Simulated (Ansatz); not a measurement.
Consider the ligand exchange at the Sn–C bond: `[CH3][Sn][Cl]` + dimethylamine → `C[N](C)[Sn][Cl]` + CH₄.

Calculated with Ansatz (gas phase, PBE0-D4/def2-TZVP geometries, no zero-point term in ΔE). CBS: MP2 limit from def2 TZ/QZ plus the TZ coupled-cluster correction, frozen cores. This one scheme is used for every species. Functionals use def2-TZVPP. B3LYP here is the variant with VWN-RPA as its local correlation; programs differ in this. def2 core potentials past Kr. For Sn outer-core shells are correlated without core-valence functions, which leaves a few kJ/mol of doubt a bond. Each species was taken in one conformer, which may not be the lowest.

**Question.** Is it downhill or uphill in electronic energy at CCSD(T)/CBS, and by how much? (Best estimate.)

**Answer.** Computed: Downhill: ΔE = -0.98 eV.

**Question.** What do these levels give: revPBE-D4, B97M-V, PBE0-D4, B3LYP-D4, ωB97M-V, PBE-QIDH, B3LYP, BHLYP, HF/def2-SVP, CCSD/def2-TZVPP, MP2/def2-QZVPP, MP2/CBS(def2)? (Estimate.)

**Answer.** The calculation gave: revPBE-D4 -1.01, B97M-V -0.99, PBE0-D4 -0.91, B3LYP-D4 -1.00, ωB97M-V -0.88, PBE-QIDH -0.91, B3LYP -0.89, BHLYP -0.82, HF/def2-SVP -0.73, CCSD/def2-TZVPP -0.88, MP2/def2-QZVPP -1.05, MP2/CBS(def2) -1.06 eV.

Largest T1 diagnostic among the species: 0.017.

In def2-TZVPP, CCSD(T) changes the Hartree–Fock value by −0.29 eV (the triples alone add −0.08 eV) and MP2 by −0.37 eV. From r2SCAN to r2SCAN0 (25 % exact exchange), in def2-TZVPP and without D4, ΔE moves by +0.10 eV.
